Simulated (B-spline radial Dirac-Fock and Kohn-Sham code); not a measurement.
Ga³⁺: non-radiative channels of the K vacancy

System: Ga³⁺, configuration 1s2 2s2 2p6 3s2 3p6 3d10, inside a Watson sphere of charge -3 and radius 2.7 Å (a model of the Madelung potential; inside it an electron's potential energy is raised by 16.0 eV).

Level of theory: one-electron (LDA, Dirac) transition rates at Dirac-Fock energies; a B-spline atomic structure program. Kinetic energies are configuration averages from the vacuum level; the two-hole energies are estimated from single-hole states.

```tsv
transition	kinetic energy (eV)	width (meV)	share (%)
K-L1L1	7661.0	52.9	6.3
K-L1L2	7828.2	62.9	7.5
K-L1L3	7856.0	111	13.2
K-L2L2	7969.0	11.4	1.4
K-L2L3	8002.8	272	32.4
K-L3L3	8029.1	149	17.8
K-L1M1	8844.1	14.5	1.7
K-L1M2	8895.8	8.48	1.0
K-L1M3	8899.7	14.8	1.8
K-L2M1	9004.0	7.38	0.9
K-L3M1	9031.1	12.9	1.5
K-L2M2	9058.0	2.91	0.3
K-L2M3	9060.2	31.4	3.7
K-L3M2	9083.5	31.3	3.7
K-L3M3	9088.2	34.9	4.2
K-L2M5	9151.8	2.64	0.3
K-L3M4	9178.4	3.40	0.4
K-L3M5	9179.5	3.26	0.4
K-M2M3	10099.3	3.66	0.4
```

For K holes below about Z = 40 intermediate coupling redistributes the KLL shares among these jj groups. The listed channels hold 99 % of the non-radiative rate. Summed by principal shells, of 0.839 eV in all: KLL 78.5 %, KLM 20.2 %, KMM 1.3 %.

Values without a named source are computed, but for edge energies of neutral atoms, which are taken from tables.
